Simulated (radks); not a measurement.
Spherical quantum dot in the effective-mass picture: electrons in a hard-walled sphere of radius 3.26, with a point charge +1 (a donor) at the centre, all in effective atomic units (hartree* = m*/eps^2 hartree, bohr* = eps/m* bohr), one dielectric constant everywhere. Calculated with a radial shooting solver with Libxc functionals: non-relativistic Kohn-Sham, LDA (Slater exchange, Perdew-Wang correlation), spin-polarised, spherical densities. Levels are named by radial order and angular momentum (1s, 1p, 1d, 2s, ...), and open shells are averaged over m.

N = 4, configuration 1s2 1p(up 2, down 0). This is the lowest configuration that the search found. Occupied and some empty levels:

| level | occupation | eigenvalue (hartree*) | <r> (bohr*) |
|---|---|---|---|
| 1s up | 1 | 1.3274 | 1.502 |
| 1s down | 1 | 1.4050 | 1.473 |
| 1p up | 2 | 1.8813 | 1.955 |
| 1p down | 0 | 1.9765 | 1.954 |
| 1d up | 0 | 2.4773 | 2.136 |
| 2s up | 0 | 2.4932 | 1.581 |
| 2s down | 0 | 2.5528 | 1.601 |
| 1d down | 0 | 2.5731 | 2.140 |
| 1f up | 0 | 3.1938 | 2.256 |
| 1f down | 0 | 3.2873 | 2.260 |

Energy (hartree*): total 2.78067, kinetic 2.9509, external -2.9345, Hartree 4.1398, exchange-correlation -1.3754.
